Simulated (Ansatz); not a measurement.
```xyz
2

W     0.0000    0.0000    0.0000
O     0.0000    0.0000    2.0976
```

Basis set: pcseg-2 on O; def2-TZVPP on W (spherical functions, with the set's core potentials past Kr). Some runs use density fitting. Charge 0, multiplicity 3.

Computed with Ansatz (development build ahead of 0.2.0); each method stands on the lowest determinant of its kind that the runs found. Restricted functionals stand beside restricted open-shell atoms, which can lie above the unrestricted atoms usual in DFT and then raise those values.

(1) Give the atomization energy at this shape (free ground-state atoms in the same class of orbitals less the molecule, no zero-point energy) of triplet WO by PBE (unrestricted), PBE (restricted open-shell).

## Answers

(1)

```csv
method,atomization energy
PBE (unrestricted),121.27 kcal/mol
PBE (restricted open-shell),122.73 kcal/mol
```

Caution: other spin multiplicities were not run. Caution for PBE (unrestricted): a free atom is spin contaminated; the unrestricted determinant is spin contaminated.

The shape needn't be a minimum at these levels.
